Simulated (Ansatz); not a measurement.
The same path of a periodic cell of 17 atoms, Si16Ge (host Si, host structure diamond, interstitial Ge) was run twice with different band settings. Lost on the way: Si1–Ge17. Made: Si14–Ge17.

All numbers below come from DFT PBE-D3(BJ), scalar-relativistic, plane waves, PAW in Ansatz. Settings: PAW set soft_1, cutoff 420 eV, k mesh 2x2x2, gaussian smearing 0.02 eV, no spin polarisation.

Relaxed end points:

```xyz
17
Lattice="0.0000 5.4300 5.4300 5.4300 0.0000 5.4300 5.4300 5.4300 0.0000" Properties=species:S:1:pos:R:3
Si -0.021 -0.050 0.053
Si 1.361 1.359 1.414
Si 2.742 2.767 0.053
Si 4.076 4.074 1.357
Si 2.729 -0.006 2.707
Si 4.042 1.359 4.072
Si 5.409 2.767 2.661
Si 6.791 4.129 4.072
Si -0.008 2.723 2.708
Si 1.361 4.018 4.072
Si 2.742 5.380 2.661
Si 4.109 6.789 4.072
Si 2.729 2.724 5.437
Si 4.076 4.074 6.787
Si 5.422 5.424 5.436
Si 6.791 6.789 6.730
Ge 6.791 6.789 9.502
```

```xyz
17
Lattice="0.0000 5.4300 5.4300 5.4300 0.0000 5.4300 5.4300 5.4300 0.0000" Properties=species:S:1:pos:R:3
Si 0.001 -0.001 0.003
Si 1.352 1.349 1.350
Si 2.716 2.714 0.035
Si 4.080 4.078 1.350
Si 2.716 0.055 2.719
Si 4.080 1.349 4.087
Si 5.373 2.714 2.718
Si 6.735 4.123 4.098
Si 0.059 2.714 2.719
Si 1.352 4.078 4.087
Si 2.716 5.372 2.719
Si 4.127 6.734 4.098
Si 2.716 2.714 5.402
Si 4.128 4.123 6.769
Si 5.431 5.428 5.433
Si 6.734 6.734 6.769
Ge 8.146 8.143 8.147
```

Common settings: climbing image yes; optimiser quadratic models (default); end points relaxed.

| run | movable images | spring | start path | force threshold | iteration limit |
| --- | --- | --- | --- | --- | --- |
| 1 | 5 | 10.0 eV/Å² | IDPP | 0.05 eV/Å | 42 |
| 2 | 3 | 5.0 eV/Å² | default | 0.4 eV/Å | 50 |

What does each run give, and how far can it be trusted?

Run 1: converged after 14 iterations, highest image 0.342 eV above the first end. By the program's own check the climbing image is of a kind that is not told: the force calls were inconclusive, a negative curvature could not be distinguished from the path's own, the only one lies far off the path, or fixed occupations may fill a level only in part (lowest curvatures found: -1.30 and 0.18 eV/Å²).
Run 2: converged after 5 iterations, highest image 0.336 eV above the first end. The threshold of 0.4 eV/Å is loose, so the images may lie well off the minimum-energy path. The order of the stationary point at the top wasn't checked.
Limits of this set-up: coarse k mesh.
